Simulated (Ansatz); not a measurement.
`[Cl][GeH2][GeH2][Cl]` + H₂ → `[Cl][GeH2][GeH3]` + HCl at 400 K and 1 bar (hydrogenolysis of a Ge–Cl bond).

Calculated with Ansatz (gas phase, PBE0-D4/def2-TZVP geometries, no zero-point term in ΔE). CCSD(T)/CBS is the MP2 limit (def2-TZVPP, def2-QZVPP) plus CCSD(T) − MP2 in def2-TZVPP, frozen cores. This one scheme is used for every species. For Ge outer-core shells are correlated without core-valence functions, which leaves a few kJ/mol of doubt a bond. Scalar relativity is left out up to krypton. Each species was taken in one conformer, which may not be the lowest.

```tsv
species	CCSD(T)/CBS energy (Eh)	H − E (kJ/mol)	S (J/(mol·K))
`[Cl][GeH2][GeH2][Cl]`	-5074.26693	125.0	413.9
H₂	-1.17544	38.0	139.0
`[Cl][GeH2][GeH3]`	-4615.04400	136.4	380.6
HCl	-460.38127	29.6	195.4
```

H − E and S are ideal-gas, rigid-rotor, harmonic terms from PBE0-D4/def2-TZVP, for one conformer and one mirror image of each species. The MP2-based limit puts H₂ 0.8 mEh under its directly extrapolated value; such offsets cancel only in part. 1 Eh = 2625.50 kJ/mol, R = 8.31446 J/(mol·K).

Problem. By hand: ΔE, ΔH, ΔS and ΔG.

Solution. ΔE = (-4615.04400) + (-460.38127) − (-5074.26693) − (-1.17544) = 0.01710 Eh = 44.9 kJ/mol. Δ(H − E) = 136.4 + 29.6 − 125.0 − 38.0 = 3.0, so ΔH = 47.9 kJ/mol. ΔS = 380.6 + 195.4 − 413.9 − 139.0 = 23.1 J/(mol·K). ΔG = 47.9 − 400 × (23.1)/1000 = 38.7 kJ/mol.

Problem. By hand: the equilibrium constant, and the temperature at which ΔG would vanish if ΔH and ΔS stayed fixed.

Solution. log₁₀ K = −ΔG/(RT ln 10) = -5.1. ΔG = 0 at ΔH/ΔS = 2074 K.

ΔH outweighs TΔS. A doubt of 5 kJ/mol in ΔE shifts log₁₀ K by 0.7 here. Other conformers and mirror images would add mixing entropy, several J/(mol·K) or more a flexible species. Modes under 60 cm⁻¹, often nearly free rotors, make the harmonic entropy too high. These are equilibria of isolated gas molecules and say nothing of rates. Largest T1 diagnostic: 0.011 (customary marks: 0.02 for closed shells, 0.045 for open ones).
